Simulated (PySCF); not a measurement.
Computed with UB3LYP/[Ge def2-SVPD, S def2-SVPD], no relativity, density fitting, PySCF.

```xyz
3
charge -1 multiplicity 2, angstrom
Ge    0.0000    0.0000   -0.4133
S     1.9497    0.0000    0.4778
S    -1.9497    0.0000    0.4778
```

[GeS2]- (doublet), along the line from Ge1 (at 0) through S2 (at 2.144 Å).

Question: Tabulate the fields along this line at -0.75, -0.64, -0.54, -0.43, -0.32, -0.21, -0.11, 0.11, 0.21, 0.32, 0.43, 0.54, 0.64, 0.75, 0.86, 0.96, 1.07, 1.18, 1.29, 1.39, 1.50, 1.61, 1.71, 1.82, 1.93, 2.04, 2.25, 2.36, 2.47, 2.57, 2.68, 2.79, 2.89, 3.00, 3.11, 3.22, 3.32, 3.43 Å.

Answer: 
```json
{"distance (Å)": "-0.75", "electron density (e/Å³)": "0.935", "spin density (e/Å³)": "0.0231", "electron localisation function": "0.164", "electrostatic potential (V)": "25"}
{"distance (Å)": "-0.64", "electron density (e/Å³)": "1.89", "spin density (e/Å³)": "0.0292", "electron localisation function": "0.217", "electrostatic potential (V)": "39.9"}
{"distance (Å)": "-0.54", "electron density (e/Å³)": "4.88", "spin density (e/Å³)": "0.0267", "electron localisation function": "0.433", "electrostatic potential (V)": "65.6"}
{"distance (Å)": "-0.43", "electron density (e/Å³)": "14", "spin density (e/Å³)": "0.00846", "electron localisation function": "0.681", "electrostatic potential (V)": "118"}
{"distance (Å)": "-0.32", "electron density (e/Å³)": "39.6", "spin density (e/Å³)": "-0.0184", "electron localisation function": "0.774", "electrostatic potential (V)": "245"}
{"distance (Å)": "-0.21", "electron density (e/Å³)": "82.5", "spin density (e/Å³)": "-0.0465", "electron localisation function": "0.455", "electrostatic potential (V)": "622"}
{"distance (Å)": "-0.11", "electron density (e/Å³)": "502", "spin density (e/Å³)": "0.277", "electron localisation function": "0.722", "electrostatic potential (V)": "2120"}
{"distance (Å)": "0.11", "electron density (e/Å³)": "502", "spin density (e/Å³)": "0.146", "electron localisation function": "0.72", "electrostatic potential (V)": "2120"}
{"distance (Å)": "0.21", "electron density (e/Å³)": "83.1", "spin density (e/Å³)": "0.0159", "electron localisation function": "0.461", "electrostatic potential (V)": "621"}
{"distance (Å)": "0.32", "electron density (e/Å³)": "39.8", "spin density (e/Å³)": "0.0135", "electron localisation function": "0.777", "electrostatic potential (V)": "245"}
{"distance (Å)": "0.43", "electron density (e/Å³)": "14", "spin density (e/Å³)": "0.0112", "electron localisation function": "0.68", "electrostatic potential (V)": "118"}
{"distance (Å)": "0.54", "electron density (e/Å³)": "4.86", "spin density (e/Å³)": "-0.000191", "electron localisation function": "0.415", "electrostatic potential (V)": "66.1"}
{"distance (Å)": "0.64", "electron density (e/Å³)": "1.91", "spin density (e/Å³)": "-0.00832", "electron localisation function": "0.185", "electrostatic potential (V)": "40.5"}
{"distance (Å)": "0.75", "electron density (e/Å³)": "1.03", "spin density (e/Å³)": "-0.00887", "electron localisation function": "0.145", "electrostatic potential (V)": "26"}
{"distance (Å)": "0.86", "electron density (e/Å³)": "0.779", "spin density (e/Å³)": "-0.00273", "electron localisation function": "0.264", "electrostatic potential (V)": "17.2"}
{"distance (Å)": "0.96", "electron density (e/Å³)": "0.726", "spin density (e/Å³)": "0.00933", "electron localisation function": "0.477", "electrostatic potential (V)": "12.1"}
{"distance (Å)": "1.07", "electron density (e/Å³)": "0.755", "spin density (e/Å³)": "0.0275", "electron localisation function": "0.661", "electrostatic potential (V)": "10.1"}
{"distance (Å)": "1.18", "electron density (e/Å³)": "0.842", "spin density (e/Å³)": "0.0521", "electron localisation function": "0.766", "electrostatic potential (V)": "10.8"}
{"distance (Å)": "1.29", "electron density (e/Å³)": "0.97", "spin density (e/Å³)": "0.0818", "electron localisation function": "0.789", "electrostatic potential (V)": "14.8"}
{"distance (Å)": "1.39", "electron density (e/Å³)": "1.11", "spin density (e/Å³)": "0.112", "electron localisation function": "0.699", "electrostatic potential (V)": "23"}
{"distance (Å)": "1.50", "electron density (e/Å³)": "1.24", "spin density (e/Å³)": "0.13", "electron localisation function": "0.371", "electrostatic potential (V)": "37.2"}
{"distance (Å)": "1.61", "electron density (e/Å³)": "1.51", "spin density (e/Å³)": "0.119", "electron localisation function": "0.1", "electrostatic potential (V)": "60.7"}
{"distance (Å)": "1.71", "electron density (e/Å³)": "3.09", "spin density (e/Å³)": "0.0669", "electron localisation function": "0.131", "electrostatic potential (V)": "100"}
{"distance (Å)": "1.82", "electron density (e/Å³)": "12.6", "spin density (e/Å³)": "0.00157", "electron localisation function": "0.699", "electrostatic potential (V)": "177"}
{"distance (Å)": "1.93", "electron density (e/Å³)": "54.3", "spin density (e/Å³)": "0.148", "electron localisation function": "0.861", "electrostatic potential (V)": "373"}
{"distance (Å)": "2.04", "electron density (e/Å³)": "168", "spin density (e/Å³)": "0.865", "electron localisation function": "0.31", "electrostatic potential (V)": "1190"}
{"distance (Å)": "2.25", "electron density (e/Å³)": "169", "spin density (e/Å³)": "0.604", "electron localisation function": "0.315", "electrostatic potential (V)": "1190"}
{"distance (Å)": "2.36", "electron density (e/Å³)": "54.6", "spin density (e/Å³)": "0.0778", "electron localisation function": "0.862", "electrostatic potential (V)": "372"}
{"distance (Å)": "2.47", "electron density (e/Å³)": "12.6", "spin density (e/Å³)": "0.000759", "electron localisation function": "0.686", "electrostatic potential (V)": "176"}
{"distance (Å)": "2.57", "electron density (e/Å³)": "3.08", "spin density (e/Å³)": "0.0379", "electron localisation function": "0.13", "electrostatic potential (V)": "99.4"}
{"distance (Å)": "2.68", "electron density (e/Å³)": "1.49", "spin density (e/Å³)": "0.0714", "electron localisation function": "0.114", "electrostatic potential (V)": "59.5"}
{"distance (Å)": "2.79", "electron density (e/Å³)": "1.13", "spin density (e/Å³)": "0.0827", "electron localisation function": "0.415", "electrostatic potential (V)": "35.8"}
{"distance (Å)": "2.89", "electron density (e/Å³)": "0.909", "spin density (e/Å³)": "0.0768", "electron localisation function": "0.754", "electrostatic potential (V)": "20.9"}
{"distance (Å)": "3.00", "electron density (e/Å³)": "0.684", "spin density (e/Å³)": "0.0627", "electron localisation function": "0.846", "electrostatic potential (V)": "11.6"}
{"distance (Å)": "3.11", "electron density (e/Å³)": "0.487", "spin density (e/Å³)": "0.0475", "electron localisation function": "0.852", "electrostatic potential (V)": "5.62"}
{"distance (Å)": "3.22", "electron density (e/Å³)": "0.335", "spin density (e/Å³)": "0.0348", "electron localisation function": "0.828", "electrostatic potential (V)": "1.85"}
{"distance (Å)": "3.32", "electron density (e/Å³)": "0.227", "spin density (e/Å³)": "0.0253", "electron localisation function": "0.781", "electrostatic potential (V)": "-0.543"}
{"distance (Å)": "3.43", "electron density (e/Å³)": "0.154", "spin density (e/Å³)": "0.0185", "electron localisation function": "0.709", "electrostatic potential (V)": "-2.06"}
```

On a grid of 0.11 Å the density has a local minimum along the bond near 0.96 Å from Ge, at 0.73 e/Å³, where the ELF is 0.48.

The lowest empty level of this anion is unbound, so it and the gap depend on the basis.
